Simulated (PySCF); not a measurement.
Species: C₂H₇BOSi.
Z-matrix (Å and degrees, PBE0-D3(BJ)/def2-SVP geometry), rows numbered from 1:
```
B 
C   1  1.5195
C   2  1.3541  1  118.80
O   3  1.3317  2  123.90  1  -179.90
Si  4  1.6935  3  126.19  2   179.69
H   1  1.2141  2  119.12  3    -0.11
H   1  1.2101  2  122.05  3   179.85
H   2  1.0956  1  124.39  3  -179.82
H   3  1.1018  2  119.86  1     0.11
H   5  1.4831  4  105.30  3  -179.89
H   5  1.4912  4  109.38  3   -60.07
H   5  1.4912  4  109.38  3    60.24
```

The calculation used PBE0-D3(BJ)/def2-SVP geometry optimisation, gas phase in PySCF 2.14.0.

Masses are those of the commonest isotopes; rigid-rotor values at the optimised geometry. The values belong to one conformer with, in the numbering `[BH2:1]/[CH:2]=[CH:3]/[O:4][SiH3:5]`, C2–C3–O4–Si5 180°.

Question: Give the principal moments of inertia and the rotational constants in MHz.

Answer: Ia = 22.40, Ib = 328.00, Ic = 344.39 u·Å²; 505379 MHz·u·Å²/I gives A = 22564, B = 1541, C = 1467 MHz.

Question: What kind of rotor is it?

Answer: A near-prolate asymmetric top. Ray's parameter κ = (2B − A − C)/(A − C) = -0.993; −1 is the prolate and +1 the oblate limit.

Question: What does the inertial defect say?

Answer: Not planar: Δ = Ic − Ia − Ib = -6.00 u·Å². For a rigid frame Δ = −2 Σ m c², so Σ m c² = 3.00 u·Å² lies off the ab plane, practically all of it from hydrogen. The atom farthest from that plane is 1.22 Å away.

Question: Give the coordinates in the principal-axis frame, origin at the centre of mass.

Answer: The sense of each axis is arbitrary; atoms in the order of the calculation.
```tsv
atom	mass (u)	a (Å)	b (Å)	c (Å)
B1	11.009	3.097	0.415	0.001
C2	12.000	1.850	-0.453	0.001
C3	12.000	0.637	0.148	-0.003
O4	15.995	-0.519	-0.513	-0.002
Si5	27.977	-2.066	0.177	0.001
H6	1.008	2.976	1.623	-0.003
H7	1.008	4.210	-0.060	0.007
H8	1.008	1.859	-1.549	0.005
H9	1.008	0.569	1.247	-0.007
H10	1.008	-3.006	-0.969	0.004
H11	1.008	-2.230	1.018	1.222
H12	1.008	-2.235	1.019	-1.218
```

Question: List the rotational levels J(Ka,Kc) to J = 4 (MHz).

Answer: Above 0(0,0):
J = 1: 1(0,1) 3008, 1(1,1) 24032, 1(1,0) 24105
J = 2: 2(0,2) 9025, 2(1,2) 29975, 2(1,1) 30195, 2(2,1) 93266, 2(2,0) 93266
J = 3: 3(0,3) 18048, 3(1,3) 38890, 3(1,2) 39330, 3(2,2) 102291, 3(2,1) 102292, 3(3,1) 207592, 3(3,0) 207592
J = 4: 4(0,4) 30080, 4(1,4) 50775, 4(1,3) 51509, 4(2,3) 114324, 4(2,2) 114326, 4(3,2) 219626, 4(3,1) 219626, 4(4,1) 367048, 4(4,0) 367048

Question: Predict some low-J microwave lines.

Answer: The dipole components are |μa| = 3.24 D, |μb| = 0.52 D, |μc| = 0.00 D; the mirror of this Cs structure is the ab plane, so μc vanishes by symmetry and there are no c-type lines. Intensities carry the squares of the components, which stand as 1.00 : 0.03 (a : b). Some lines, for components of 0.1 D or more:

```csv
type,branch,"J(Ka,Kc)",MHz,lower level (cm⁻¹)
a,R,"1(0,1) ← 0(0,0)",3008,0.000
a,R,"2(1,2) ← 1(1,1)",5943,0.802
a,R,"2(0,2) ← 1(0,1)",6016,0.100
a,R,"2(1,1) ← 1(1,0)",6090,0.804
b,Q,"1(1,0) ← 1(0,1)",21097,0.100
b,Q,"2(1,1) ← 2(0,2)",21171,0.301
b,R,"1(1,1) ← 0(0,0)",24032,0.000
b,R,"2(1,2) ← 1(0,1)",26967,0.100
b,Q,"2(2,0) ← 2(1,1)",63071,1.007
b,Q,"2(2,1) ← 2(1,2)",63291,1.000
b,R,"2(2,1) ← 1(1,0)",69161,0.804
b,R,"2(2,0) ← 1(1,1)",69234,0.802
```

Not checked by PBE0-D3(BJ)/def2-SVP frequencies. Zero-point vibration and centrifugal distortion are left out. A rigid rotor knows nothing of internal rotation, which can split or shift real lines. Quadrupole hyperfine structure (11B) is left out.
